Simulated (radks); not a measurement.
Results of a calculation; reference values are marked as such.
How relativity changes the ionisation of the niobium ion Nb3+ ([Kr] 4d2) to Nb4+ ([Kr] 4d1). Spin-unpolarised spherical Kohn-Sham, LDA (Slater exchange, Perdew-Wang correlation), point nucleus unless stated (finite: rms radius 4.324 fm), a radial shooting solver on a logarithmic mesh with Libxc functionals. A level marked "c x" has the speed of light scaled by that factor and shares open shells by 2j + 1; other Dirac levels either fill j = l - 1/2 first or share by 2j + 1.

level	E(Nb3+) (hartree)	E(Nb4+) (hartree)	IE (eV)	HOMO	<r> HOMO (bohr)
non-rel.	-3749.47763	-3748.09782	37.547	4d	1.696
scalar-rel.	-3813.85127	-3812.48821	37.091	4d	1.713
scalar-rel., finite nucleus	-3813.80293	-3812.43986	37.091	4d	1.713
Dirac, 2j+1 shares	-3814.34905	-3812.98616	37.086	4d5/2	1.718
Dirac, low j first	-3814.35945	-3812.99216	37.206	4d3/2	1.707
Dirac, 2j+1 shares, finite nucleus	-3814.30062	-3812.93773	37.086	4d5/2	1.718
Dirac, c x 0.75	-3869.10214	-3867.75246	36.727	4d5/2	1.736
Dirac, c x 2	-3765.16395	-3763.78836	37.432	4d5/2	1.701
Dirac, c x 100	-3749.48384	-3748.10403	37.547	4d5/2	1.696

NIST Atomic Spectra Database: 37.61 eV (measured). The relativistic part of the total energy of Nb3+ is -64.82 hartree (Dirac, 2j+1 shares, finite nucleus), 1.7 % of the non-relativistic value. Spin polarisation and multiplet splitting of open shells are left out at every level.

Beside tabulated values, note that relativity, absent from the non-relativistic runs, is large for the heavy elements, and spin-unpolarised runs miss the spin-polarisation part of the exchange energy of open shells.
